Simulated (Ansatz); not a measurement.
C₄H₈O₂Si, SMILES `C=C[Si](O)(O)C=C` at its PBE0-D4/def2-TZVP geometry, where that method's forces vanish. Total charge 0; spin multiplicity 1.

```xyz
15

C     1.0590    1.6797   -1.6927
C     1.1270    1.0365   -0.5297
Si   -0.3529    0.2907    0.3000
O    -1.7389    0.9390   -0.3076
O    -0.1344    0.6056    1.9011
C    -0.5266   -1.5328    0.0180
C    -0.1302   -2.4442    0.9029
H     0.1154    1.8118   -2.2159
H     1.9359    2.0983   -2.1788
H     2.1021    0.9272   -0.0574
H    -1.8053    1.8955   -0.2933
H    -0.7885    0.2427    2.5010
H    -0.9526   -1.8787   -0.9225
H     0.3109   -2.1597    1.8547
H    -0.2208   -3.5114    0.7201
```

Task: What forces (eV/Å) does ωB97M-V/def2-TZVPP give on these atoms in Ansatz 0.2.0? (An estimate is asked.)

Result: Ansatz gave: 
```
C1   0.000  0.020 -0.030
C2   0.053  0.013  0.008
Si3  0.103 -0.085 -0.088
O4  -0.067  0.085 -0.033
O5  -0.024 -0.011  0.111
C6  -0.024 -0.037 -0.033
C7   0.007 -0.027  0.024
H8   0.062 -0.013  0.047
H9  -0.068 -0.037  0.046
H10 -0.057  0.018 -0.049
H11 -0.018 -0.028 -0.012
H12  0.031  0.017  0.001
H13  0.032  0.003  0.071
H14 -0.035 -0.009 -0.070
H15  0.004  0.090  0.008
```
